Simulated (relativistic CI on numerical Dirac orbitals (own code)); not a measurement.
# Line list: Electric-dipole lines, I⁵⁰⁺

These numbers are calculated, not measured: Dirac-Coulomb-Breit CI, separate exchange-only KLI orbitals for each configuration, a model potential for QED, unscaled Slater integrals (own radial code, finite nucleus).

Configurations in the expansion (outside the closed core 1s2): 2s, 2p, 3s, 3p, 3d, 4s, 4p, 4d, 4f, 5s, 5p, 5d, 5f, 5g. Levels of other configurations are missing.

```
λ vac (Å)            Lower            Upper   A (s⁻¹)        gf  Branching (%)
   1.5746   2p 2P°_1/2 [2]   5d 2D_3/2 [19]  6.06e+13  9.01e-02           57.7
   1.6450   2p 2P°_3/2 [3]   5d 2D_5/2 [20]  6.50e+13  1.58e-01           65.9
   1.7268    2s 2S_1/2 [1]  4p 2P°_3/2 [11]  6.46e+13  1.16e-01           75.2
   1.7544   2p 2P°_1/2 [2]   4d 2D_3/2 [12]  1.30e+14  2.40e-01           64.8
   1.8404   2p 2P°_3/2 [3]   4d 2D_5/2 [13]  1.42e+14  4.31e-01           74.8
   2.2827    2s 2S_1/2 [1]   3p 2P°_3/2 [6]  1.42e+14  4.45e-01           99.7
   2.3264    2s 2S_1/2 [1]   3p 2P°_1/2 [5]  1.67e+14  2.71e-01           99.7
   2.3284   2p 2P°_1/2 [2]    3d 2D_3/2 [7]  3.89e+14  1.27e+00           84.0
   2.4736   2p 2P°_3/2 [3]    3d 2D_5/2 [8]  4.38e+14  2.41e+00           99.7
   2.4890   2p 2P°_3/2 [3]    3d 2D_3/2 [7]  7.28e+13  2.70e-01           15.7
   4.6067    3s 2S_1/2 [4]  5p 2P°_3/2 [18]  1.04e+13  1.32e-01           20.2
   4.6587   3p 2P°_1/2 [5]   5d 2D_3/2 [19]  2.00e+13  2.60e-01           19.1
   4.8318   3p 2P°_3/2 [6]   5d 2D_5/2 [20]  2.32e+13  4.88e-01           23.6
   4.8508    3d 2D_3/2 [7]  5f 2F°_5/2 [21]  2.95e+13  6.25e-01           59.2
   4.9041    3d 2D_5/2 [8]  5f 2F°_7/2 [23]  3.08e+13  8.88e-01           62.8
   6.5859    3s 2S_1/2 [4]  4p 2P°_3/2 [11]  1.83e+13  4.76e-01           21.3
   6.6852   3p 2P°_1/2 [5]   4d 2D_3/2 [12]  3.93e+13  1.05e+00           19.6
   6.7395    3s 2S_1/2 [4]  4p 2P°_1/2 [10]  2.21e+13  3.01e-01           22.5
   7.0219   3p 2P°_3/2 [6]   4d 2D_5/2 [13]  4.74e+13  2.10e+00           25.0
   7.0619    3d 2D_3/2 [7]  4f 2F°_5/2 [14]  8.86e+13  3.97e+00           92.3
   7.0745   3p 2P°_3/2 [6]   4d 2D_3/2 [12]  8.09e+12  2.43e-01            4.0
   7.1622    3d 2D_5/2 [8]  4f 2F°_7/2 [15]  9.32e+13  5.73e+00           98.8
   7.1891    3d 2D_5/2 [8]  4f 2F°_5/2 [14]  6.17e+12  2.87e-01            6.4
   7.3269   3p 2P°_3/2 [6]    4s 2S_1/2 [9]  1.25e+13  2.01e-01           29.3
   14.334    4s 2S_1/2 [9]  5p 2P°_3/2 [18]  4.23e+12  5.22e-01            8.3
   14.519  4p 2P°_1/2 [10]   5d 2D_3/2 [19]  7.90e+12  9.98e-01            7.5
   14.706    4s 2S_1/2 [9]  5p 2P°_1/2 [17]  5.20e+12  3.37e-01            9.0
   15.161  4p 2P°_3/2 [11]   5d 2D_5/2 [20]  9.88e+12  2.04e+00           10.0
   15.239   4d 2D_3/2 [12]  5f 2F°_5/2 [21]  1.64e+13  3.43e+00           32.9
   15.287  4p 2P°_3/2 [11]   5d 2D_3/2 [19]  1.71e+12  2.39e-01            1.6
   15.425   4d 2D_5/2 [13]  5f 2F°_7/2 [23]  1.75e+13  4.99e+00           35.7
   15.429  4f 2F°_5/2 [14]   5g 2G_7/2 [22]  2.80e+13  7.99e+00           95.7
   15.489   4d 2D_5/2 [13]  5f 2F°_5/2 [21]  1.17e+12  2.53e-01            2.4
   15.516  4f 2F°_7/2 [15]   5g 2G_9/2 [24]  2.88e+13  1.04e+01           99.2
   15.554  4f 2F°_7/2 [15]   5g 2G_7/2 [22]  1.02e+12  2.97e-01            3.5
   15.666   4d 2D_5/2 [13]  5p 2P°_3/2 [18]  1.35e+12  1.99e-01            2.6
   15.889  4p 2P°_3/2 [11]   5s 2S_1/2 [16]  4.25e+12  3.22e-01           15.7
   26.926    2s 2S_1/2 [1]   2p 2P°_3/2 [3]  3.37e+11  1.47e-01           99.9
   92.324    3s 2S_1/2 [4]   3p 2P°_3/2 [6]  5.08e+10  2.60e-01            0.0
   110.43   3p 2P°_1/2 [5]    3d 2D_3/2 [7]  1.91e+10  1.40e-01            0.0
   221.00    4s 2S_1/2 [9]  4p 2P°_3/2 [11]  1.25e+10  3.65e-01            0.0
   262.75  4p 2P°_1/2 [10]   4d 2D_3/2 [12]  6.07e+09  2.51e-01            0.0
   434.54   5s 2S_1/2 [16]  5p 2P°_3/2 [18]  4.12e+09  4.66e-01            0.0
   515.05  5p 2P°_1/2 [17]   5d 2D_3/2 [19]  2.20e+09  3.51e-01            0.0
   1391.8  5p 2P°_3/2 [18]   5d 2D_5/2 [20]  1.35e+08  2.35e-01            0.0
```

Terms are leading LS components. Brackets give the number of a level in order of energy, since labels repeat. The list gives strong lines, with weight on those to low levels, without lines whose two gauges differ by over a factor of 2.5. Levels whose partners in the same complex of configurations lie outside the list can be far off, and so can their lines. Rates are taken at the computed energies, electric ones in the length gauge.

At this charge energies of transitions that change n are usually good to better than 1 %, and those within a shell (Δn = 0) to a few per cent.
